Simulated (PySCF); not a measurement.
**Electronic absorption of C4H11O2P**

Compound: C4H11O2P.
InChI=1S/C4H11O2P/c1-2-3-7(6)4-5/h5,7H,2-4H2,1H3

Theory: PySCF 2.14.0, density-fitted response routines, TDDFT wB97X-D/def2-SVPD, vertical, gas phase, core orbitals frozen in the response. Isolated species at its GFN2-xTB geometry (one conformer only). Torsions of this conformer, `[CH3:1][CH2:2][CH2:3][P@@H:4](=[O:5])[CH2:6][OH:7]`: C1–C2–C3–P4 63°, C2–C3–P4–O5 44°, C3–P4–C6–O7 -71°, H–O7–C6–P4 -50°.

| state | E (eV) | ν̃ (cm⁻¹) | f | \|μ\| (D) | main configurations (H = HOMO, L = LUMO) |
| --- | --- | --- | --- | --- | --- |
| S1 | 6.96 | 56150 | 0.0030 | 0.34 | H→L (68%), H→L+2 (14%) |
| S2 | 7.39 | 59570 | 0.015 | 0.73 | H-1→L (62%), H-1→L+1 (9%) |
| S3 | 7.68 | 61970 | 0.013 | 0.68 | H→L+1 (70%) |
| S4 | 7.93 | 63990 | 0.018 | 0.77 | H→L+3 (27%), H-2→L (26%), H→L+1 (9%) |
| S5 | 8.07 | 65100 | 0.047 | 1.24 | H-1→L+1 (55%), H-1→L+3 (14%) |
| S6 | 8.26 | 66590 | 0.0075 | 0.49 | H→L+3 (23%), H→L+2 (23%), H-2→L (12%) |
| S7 | 8.51 | 68650 | 0.054 | 1.30 | H→L+3 (24%), H-2→L+1 (15%), H→L+4 (15%) |
| S8 | 8.55 | 69000 | 0.037 | 1.07 | H-1→L+2 (23%), H-1→L+1 (14%), H-1→L (14%) |

Triplets (Tamm–Dancoff): T1 6.68 eV, H→L (64%), H→L+2 (13%); T2 7.10 eV, H-1→L (57%), H-1→L+1 (12%), H-1→L+5 (9%); T3 7.44 eV, H→L+1 (52%), H→L+2 (11%), H-2→L (10%).

The lowest singlet comes at 178 nm (672 kJ/mol) in the vacuum ultraviolet; it is very weak; its leading configuration is HOMO→LUMO (68%). The most intense listed level is S7 at 8.51 eV (146 nm, f = 0.054), 1.55 eV above S1. Löwdin shares by element: HOMO oxygen 54%, carbon 15% or more, phosphorus 14% (atoms not listed hold the other 17%); LUMO carbon 18% or more, oxygen 12% or more, phosphorus 11% (atoms not listed hold the other 58%). The oscillator strengths of these states sum to 0.195; summed over the whole spectrum of an exact calculation they would give the number of electrons, 66 (Thomas–Reiche–Kuhn). Weighted by f, the mean energy of these states is 8.18 eV. Of the 8 states listed, 6 reach f = 0.01 and none stays under 0.0005. Only the lowest 8 singlets were computed, as vertical energies without vibronic structure.
